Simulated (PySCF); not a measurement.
C4H15BO2Si2, SMILES OB(O)[SiH2]C[Si](C)(C)C (GFN2-xTB optimised geometry):

```
24

C      1.603    -0.682     0.000
Si    -0.302    -0.682     0.000
C     -0.927     1.124     0.000
C     -0.941    -1.542     1.584
C     -0.973    -1.575    -1.548
Si    -0.090    -1.167    -3.200
B      0.122     0.771    -3.471
O     -0.885     1.483    -4.034
O      1.283     1.358    -3.083
H      1.981    -0.131    -0.856
H      1.996    -1.692    -0.062
H      2.009    -0.225     0.898
H     -2.009     1.173     0.066
H     -0.632     1.627    -0.916
H     -0.521     1.692     0.832
H     -2.026    -1.578     1.607
H     -0.612    -1.023     2.479
H     -0.580    -2.564     1.647
H     -0.929    -2.652    -1.396
H     -2.031    -1.333    -1.657
H      1.194    -1.897    -3.179
H     -0.871    -1.843    -4.260
H     -0.761     2.429    -4.152
H      1.377     2.305    -3.214
```

Calculation: PySCF with B3LYP/def2-SVP.

Problem. What are the frontier orbital energies and the dipole moment?

Solution. HOMO-2 -7.90 eV, HOMO-1 -7.70 eV, HOMO -7.47 eV, LUMO -0.04 eV, LUMO+1 0.40 eV; dipole moment 3.39 D.

Meta-Löwdin charges at B3LYP/def2-SVP: C1 -0.54, Si2 0.91, C3 -0.54, C4 -0.54, C5 -0.63, Si6 0.50, B7 0.24, O8 -0.47, O9 -0.47, H10 0.11, H11 0.10, H12 0.10, H13 0.10, H14 0.10, H15 0.10, H16 0.10, H17 0.10, H18 0.10, H19 0.11, H20 0.11, H21 -0.11, H22 -0.11, H23 0.31, H24 0.31.
